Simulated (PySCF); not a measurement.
# Orbital levels and atomic charges

System: C9H6F6O4S (electrolyte solvent and additive), SMILES O=S(=O)(Oc1ccccc1)OC(C(F)(F)F)C(F)(F)F.

Cartesian coordinates (Å):
```
  1 O     0.5280   -0.3798   -2.7440
  2 S    -0.1847    0.5240   -1.9310
  3 O    -1.0119    1.5238   -2.4942
  4 O     0.7312    1.2320   -0.8930
  5 C     1.6496    0.5299   -0.1118
  6 C     2.4951    1.2955    0.6805
  7 C     3.4177    0.6655    1.4963
  8 C     3.4962   -0.7171    1.5225
  9 C     2.6494   -1.4690    0.7270
 10 C     1.7172   -0.8522   -0.0953
 11 O    -1.1476   -0.3938   -0.9650
 12 C    -2.3702    0.1488   -0.5918
 13 C    -2.2898    0.6941    0.8462
 14 F    -3.4013    1.3458    1.1904
 15 F    -1.2821    1.5612    0.9581
 16 F    -2.0881   -0.2589    1.7521
 17 C    -3.4343   -0.9588   -0.7179
 18 F    -3.0949   -2.0612   -0.0602
 19 F    -4.6204   -0.5645   -0.2505
 20 F    -3.6062   -1.2912   -1.9956
 21 H     2.4124    2.3692    0.6494
 22 H     4.0768    1.2580    2.1119
 23 H     4.2157   -1.2039    2.1628
 24 H     2.7075   -2.5463    0.7416
 25 H     1.0599   -1.4323   -0.7204
 26 H    -2.6253    0.9811   -1.2681
```

Method: wB97X-D/6-31G*, gas phase, PySCF, fitting set def2-universal-JFIT up to Ne and JKFIT beyond, grid level 1.

Give the orbital energies near the gap.


| orbital | eV |
| --- | --- |
| HOMO-4 | -12.18 |
| HOMO-3 | -11.79 |
| HOMO-2 | -11.62 |
| HOMO-1 | -9.55 |
| HOMO | -9.23 |
| LUMO | 1.32 |
| LUMO+1 | 1.38 |
| LUMO+2 | 2.36 |
| LUMO+3 | 3.50 |

Give the partial charges of the non-hydrogen atoms.


```csv
atom,Mulliken,IAO,Hirshfeld
O1,-0.48,-0.82,-0.27
S2,1.45,2.35,0.60
O3,-0.49,-0.84,-0.27
O4,-0.55,-0.54,-0.11
C5,0.32,0.18,0.07
C6,-0.20,-0.17,-0.05
C7,-0.17,-0.13,-0.03
C8,-0.16,-0.15,-0.04
C9,-0.18,-0.13,-0.03
C10,-0.21,-0.18,-0.06
O11,-0.57,-0.58,-0.14
C12,-0.22,-0.01,0.02
C13,0.96,0.81,0.25
F14,-0.29,-0.27,-0.09
F15,-0.29,-0.28,-0.08
F16,-0.28,-0.27,-0.09
C17,0.96,0.82,0.26
F18,-0.28,-0.27,-0.08
F19,-0.29,-0.27,-0.09
F20,-0.29,-0.27,-0.08
```
